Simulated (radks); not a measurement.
The numbers below are computed, except where a source is named.
These are the eigenvalues of the occupied orbitals of an atom or ion with whole-number occupations (hartree). Level of theory: scalar-relativistic Kohn-Sham, TASK exchange with Perdew-Wang LDA correlation, spin-unpolarised, spherical densities, finite nucleus; meta-GGA in the generalised Kohn-Sham scheme; Fermi nuclear charge, rms radius of each element as measured or else 0.836 A^(1/3) + 0.57 fm (a radial shooting solver on a logarithmic mesh with Libxc functionals).

1s: -934.6022
2s: -139.8887
2p: -125.6231
3s: -27.39090
3p: -22.67665
3d: -15.22104
4s: -5.41350
4p: -4.00919
4d: -1.92848
5d: -0.55430

Which element is it, and in what charge state? The configuration may be excited.

Answer. Z = 47, silver, charge +3: Ag3+ in [Kr] 4d7 5d1. The list shows which subshells hold electrons but not how many an open one holds; the 1s level, -934.6 hartree, gives Z - s = 43.2 by -(Z - s)^2/2, which with screening and relativity narrows Z to a few neighbours, and the depths of the outer levels then fix element, charge and occupations together.
